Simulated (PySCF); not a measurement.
Orbital energies, ionisation energy and electron affinity

C7H13B.
Z-matrix (Å and degrees, PBE0-D3(BJ)/def2-SVP geometry), rows numbered from 1:
```
B 
C   1  1.5532
C   2  1.5203  1  118.81
C   3  1.5316  2  115.89  1   171.19
C   4  1.5283  3  103.71  2   165.55
C   5  1.5163  4  104.49  3   -32.68
C   6  1.3341  5  125.96  4  -168.07
C   6  1.5123  5  108.06  4    11.89
H   1  1.2128  2  121.12  3   -19.09
H   1  1.2111  2  120.40  3   165.33
H   2  1.1057  1  112.18  3  -132.29
H   2  1.1172  1   99.64  3   119.15
H   3  1.1061  2  108.51  1    49.73
H   4  1.1048  3  108.99  2    48.20
H   4  1.1010  3  113.11  2   -70.93
H   5  1.1045  4  109.80  3    84.14
H   5  1.1005  4  114.02  3  -156.23
H   7  1.0937  6  121.46  5  -178.70
H   7  1.0938  6  121.40  5     1.26
H   8  1.1012  3  113.52  2    76.64
H   8  1.1066  3  108.99  2   -42.25
```

Level: B3LYP/def2-SVPD (PySCF). Frontier orbitals with their largest atomic shares (Löwdin; up to four atoms above 4 %):

```json
{"orbital": "HOMO−3", "ε (eV)": "-8.83", "main atoms": "C3 15 %, C4 12 %, C8 12 %, H13 8 %"}
{"orbital": "HOMO−2", "ε (eV)": "-8.65", "main atoms": "B1 20 %, C2 14 %, H10 12 %, C3 12 %"}
{"orbital": "HOMO−1", "ε (eV)": "-8.38", "main atoms": "C2 20 %, B1 18 %, C4 15 %, C3 15 %"}
{"orbital": "HOMO", "ε (eV)": "-6.70", "main atoms": "?"}
{"orbital": "LUMO", "ε (eV)": "-1.51", "main atoms": "B1 55 %, C2 14 %, H9 11 %, H10 10 %"}
{"orbital": "LUMO+1", "ε (eV)": "-0.05", "main atoms": "C6 29 %, C7 24 %, C5 6 %, H18 6 %"}
{"orbital": "LUMO+2", "ε (eV)": "0.37", "main atoms": "B1 30 %, C2 7 %, C4 7 %, H12 6 %"}
```

Task: What vertical ionisation energy does ΔSCF give, and how far is −ε(HOMO) from it?

Result: ΔSCF: 8.94 eV (863 kJ/mol; threshold wavelength 139 nm); ⟨S²⟩ of the doublet left behind is 0.752, against 0.75 for a pure doublet. −ε(HOMO) is 6.70 eV, 2.24 eV below it. In exact Kohn–Sham theory the two would be equal; B3LYP (global hybrid, 20 % exact exchange) falls short of its own ΔSCF value by 25 %.

Task: On which atoms does the HOMO lie?

Result: C7 (terminal =CH2 carbon) 39 %, C6 (fully substituted alkene carbon) 31 %, C5 (allylic carbon) 6 %, C8 (allylic carbon) 6 %, so no atom holds as much as 40 %. The HOMO−1 lies 1.68 eV lower.

Task: And the vertical electron affinity, the fundamental gap, Mulliken's electronegativity and the hardness (with the factor ½)?

Result: EA = -0.52 eV by ΔSCF (−ε(LUMO) = 1.51 eV); a negative value means that the added electron isn't bound at this geometry and level, and the number then depends on the basis. IE − EA = 9.46 eV against an orbital gap of 5.19 eV; (IE + EA)/2 = 4.21 eV; (IE − EA)/2 = 4.73 eV. Parr's electrophilicity index (IE + EA)²/[8(IE − EA)] is 0.94 eV.

Task: How many of the 10 lowest singlet excitations (vertical TDDFT, same level) lie below the ionisation energy?

Result: All 10; they run from 4.62 to 7.15 eV.

Task: What kinetic energy would electrons from this vertical process carry with He I light (21.218 eV)?

Result: 21.22 − 8.94 = 12.28 eV.

One conformer (not necessarily the lowest) at the PBE0-D3(BJ)/def2-SVP geometry, without solvent, vibrations or thermal averaging.
